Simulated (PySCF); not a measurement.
C3H7NSi, SMILES [SiH3]N1C=CC1.

The structure is a stationary point at TPSSh-D3(BJ)/def2-SVP. This is a generated structure with no PubChem entry under its InChIKey; it may be hypothetical.

Two levels are set side by side: TDDFT-PBE/def2-SVPD (PySCF) and TDDFT-LC-ωPBE/def2-SVPD (PySCF). Vertical, same geometry. The lowest singlet is HOMO→LUMO+1 99 % with PBE and HOMO→LUMO+2 61 %, HOMO→LUMO 13 % with the other functional; states are paired by order. Differences are taken from unrounded values.

| quantity | TDDFT-PBE |
|---|---|
| lowest singlet excitation (eV) | 4.50 |
| lowest triplet excitation (TDA) (eV) | 3.68 |
| first bright state (f over 0.05) (eV) | 5.17 |
| its oscillator strength | 0.07 |

Q: These are the TDDFT-PBE values. What does TDDFT-LC-ωPBE give? (An estimate is asked for; the answer gives what the named calculation found.)

A: 
```json
[
 {"quantity": "lowest singlet excitation (eV)", "TDDFT-LC-ωPBE": "5.89", "TDDFT-PBE minus TDDFT-LC-ωPBE": "-1.40"},
 {"quantity": "lowest triplet excitation (TDA) (eV)", "TDDFT-LC-ωPBE": "3.58", "TDDFT-PBE minus TDDFT-LC-ωPBE": "0.11"},
 {"quantity": "first bright state (f over 0.05) (eV)", "TDDFT-LC-ωPBE": "5.89", "TDDFT-PBE minus TDDFT-LC-ωPBE": "-0.72"},
 {"quantity": "its oscillator strength", "TDDFT-LC-ωPBE": "0.18", "TDDFT-PBE minus TDDFT-LC-ωPBE": "-0.12"}
]
```

A lower first singlet is the usual sign of a functional without exact exchange. Differences between two approximate levels are no errors against the true value.

Rough cost on one machine, each run with all the roots and properties that it gave: TDDFT-LC-ωPBE against TDDFT-PBE about 6 times.
